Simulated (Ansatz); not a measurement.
CH$_{4}$BNSi, SMILES `B[SiH2]C#N`, relaxed with RKS PBE-D4/def2-SVP in the Gaussian-basis code of Ansatz from a rough embedded geometry. The force threshold is 0.03 eV/Å; the program also tests the step.

The species carries charge 0 and has multiplicity 1.

Start:

```xyz
8

B    -0.462   -1.024    0.815
Si   -0.056    0.662    0.099
C     0.900    0.407   -1.412
N     1.468    0.317   -2.470
H    -0.126   -2.068    0.303
H    -1.125   -1.141    1.861
H     0.730    1.450    1.040
H    -1.328    1.397   -0.236
```

```csv
step,energy (eV),largest force (eV/Å),largest move (Å)
1,-11130.5699,2.936,0.000
2,-11130.8476,0.856,0.130
3,-11130.8871,0.174,0.050
4,-11130.8887,0.082,0.037
5,-11130.8904,0.031,0.155
6,-11130.8918,0.049,0.087
7,-11130.8921,0.046,0.011
8,-11130.8927,0.008,0.028
```

End:

```xyz
8

B    -0.510   -1.134    0.887
Si   -0.057    0.652    0.070
C     0.927    0.518   -1.509
N     1.548    0.398   -2.498
H    -0.237   -2.191    0.357
H    -1.095   -1.144    1.952
H     0.749    1.506    1.013
H    -1.324    1.395   -0.271
```

Run time 18 s (2 threads of an Arm Neoverse N1 on a shared host); peak host memory 0.14 GiB.
